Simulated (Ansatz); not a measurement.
Reaction (redistribution): `FB(F)[SeH]` + `CO[SiH2]OC(C)=O` → `CC(=O)OB(F)F` + `CO[SiH2][SeH]`

Gas-phase electronic energies from Ansatz, PBE0-D4/def2-TZVP geometries. CCSD(T)/CBS adds triple-zeta CCSD(T) − MP2 to the extrapolated MP2 energy (def2 sets, frozen cores). Functionals use def2-TZVPP. B3LYP here is the variant with VWN-RPA as its local correlation; programs differ in this. For Se outer-core shells are correlated without core-valence functions, which leaves a few kJ/mol of doubt a bond. Scalar relativity is left out up to krypton. One conformer a species, not always the lowest.

`FB(F)[SeH]`:

Cartesian coordinates in Å:
```
F 0.460 -1.295 1.234
B 0.186 -0.224 0.519
F 0.354 0.959 1.074
Se -0.446 -0.443 -1.303
H -0.555 1.003 -1.525
```

`CO[SiH2]OC(C)=O`:

```xyz
15

C    -2.720    0.307   -0.629
O    -2.018   -0.899   -0.427
Si   -0.717   -1.042    0.541
O     0.493   -0.103   -0.185
C     1.681   -0.107    0.431
C     2.699    0.753   -0.244
O     1.867   -0.757    1.429
H    -3.683    0.072   -1.085
H    -2.167    0.973   -1.299
H    -2.901    0.832    0.317
H    -0.348   -2.467    0.536
H    -0.999   -0.470    1.878
H     2.832    0.421   -1.276
H     2.340    1.784   -0.281
H     3.642    0.703    0.293
```

`CC(=O)OB(F)F`:

Z-matrix (Å, degrees):
```
C
C 1 1.491
H 1 1.087 2 109.8
H 1 1.092 2 109.6 3 -121.5
H 1 1.092 2 109.6 3 121.3
O 2 1.190 1 126.8 3 -0.9
O 2 1.375 1 110.9 3 177.0
B 7 1.365 2 124.2 1 155.5
F 8 1.313 7 123.3 2 -24.0
F 8 1.315 7 117.6 2 160.1
```

`CO[SiH2][SeH]`:

```xyz
10

C     0.427   -0.679    1.498
O     0.195    0.391    0.607
Si   -0.595    0.196   -0.815
Se   -0.437    2.084   -2.049
H    -0.503   -1.007    1.975
H     0.881   -1.537    0.989
H     1.111   -0.332    2.273
H    -0.014   -0.968   -1.536
H    -2.053   -0.013   -0.613
H     0.988    1.864   -2.330
```

**Question.** Is it downhill or uphill in electronic energy at CCSD(T)/CBS, and by how much? (Estimate.)

**Answer.** Computed: Nearly level: ΔE = +0.8 kJ/mol.

**Question.** What do these levels give: PBE0-D4, B2PLYP, PBE, r2SCAN, B3LYP, HF/def2-TZVPP, MP2/def2-TZVPP, SCS-MP2/def2-TZVPP, CCSD/def2-TZVPP, CCSD(T)/def2-TZVPP, HF/CBS(def2), MP2/CBS(def2)? (Best estimate.)

**Answer.** Computed: PBE0-D4 -4.0, B2PLYP 0.7, PBE -2.1, r2SCAN -0.3, B3LYP -2.2, HF/def2-TZVPP -8.8, MP2/def2-TZVPP 4.2, SCS-MP2/def2-TZVPP 3.7, CCSD/def2-TZVPP 0.5, CCSD(T)/def2-TZVPP 2.5, HF/CBS(def2) -8.7, MP2/CBS(def2) 2.4 kJ/mol.

Largest T1 diagnostic among the species: 0.014.

In def2-TZVPP, CCSD(T) changes the Hartree–Fock value by +11.3 kJ/mol (the triples alone add +2.0 kJ/mol) and MP2 by +12.9 kJ/mol.
